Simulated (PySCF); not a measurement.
3-formyl-1-fluorobenzene: calculation and literature

Geometry:
```csv
atom,x (Å),y (Å),z (Å)
O1,3.064,-0.464,0.195
C2,2.227,0.310,-0.192
C3,0.768,0.104,-0.038
C4,0.288,-1.048,0.595
C5,-1.081,-1.236,0.736
C6,-1.979,-0.283,0.251
C7,-1.484,0.856,-0.375
F8,-2.340,1.763,-0.836
C9,-0.120,1.066,-0.527
H10,2.511,1.263,-0.709
H11,1.013,-1.777,0.965
H12,-1.466,-2.132,1.229
H13,-3.059,-0.408,0.349
H14,0.238,1.972,-1.024
```

Measured values that the calculation should reproduce: δ 19F F8 -111.9 ppm (measured; G. Saielli, R. Bini, A. Bagno, Computational 19F NMR. 2. Organic compounds, RSC Adv. 2014, ESI (exp. from Berger-Braun-Kalinowski 1994 and Everett 1995)). Coupling constants: 1J(C7,F8) 248.2 Hz, 2J(C9,F8) 21.7 Hz, 3J(C3,F8) 6.3 Hz, 4J(C4,F8) 2.9 Hz, 3J(C5,F8) 7.8 Hz, 2J(C6,F8) 21.8 Hz.

PySCF 2.14 calculation with J: B3LYP/pcJ-1 (spin–dipole term only in couplings to heteroatoms), σ from GIAO-KT3/pcSseg-1 and structure optimised with PBE0-D3(BJ)/def2-SVP; relativity neglected, a single conformation, no solvent.

Question: What does the calculation give, and how does it compare?

Answer: 
Reference values: measured (G. Saielli, R. Bini, A. Bagno, Computational 19F NMR. 2. Organic compounds, RSC Adv. 2014, ESI (exp. from Berger-Braun-Kalinowski 1994 and Everett 1995)).
| atoms | quantity | reference | computed |
| --- | --- | --- | --- |
| F8 | δ 19F vs CFCl3 | -111.9 | -121.3 |

Computed shifts are σ(ref) − σ with the named reference compound (TMS for H and C) calculated as an isolated molecule at the same level.

Coupling constants in Hz (some tables give magnitudes without signs):
| coupling | reference | computed | source |
| --- | --- | --- | --- |
| 1J(C7,F8) | 248.2 | -318.1 | measured; liquid or solution; F. J. Weigert, PhD thesis, Caltech 1968 (Carbon-13 magnetic resonance spectroscopy) |
| 2J(C9,F8) | 21.7 | 18.4 | measured; liquid or solution; F. J. Weigert, PhD thesis, Caltech 1968 (Carbon-13 magnetic resonance spectroscopy) |
| 3J(C3,F8) | 6.3 | 2.4 | measured; liquid or solution; F. J. Weigert, PhD thesis, Caltech 1968 (Carbon-13 magnetic resonance spectroscopy) |
| 4J(C4,F8) | 2.9 | 6.4 | measured; liquid or solution; F. J. Weigert, PhD thesis, Caltech 1968 (Carbon-13 magnetic resonance spectroscopy) |
| 3J(C5,F8) | 7.8 | 4.7 | measured; liquid or solution; F. J. Weigert, PhD thesis, Caltech 1968 (Carbon-13 magnetic resonance spectroscopy) |
| 2J(C6,F8) | 21.8 | 19.3 | measured; liquid or solution; F. J. Weigert, PhD thesis, Caltech 1968 (Carbon-13 magnetic resonance spectroscopy) |
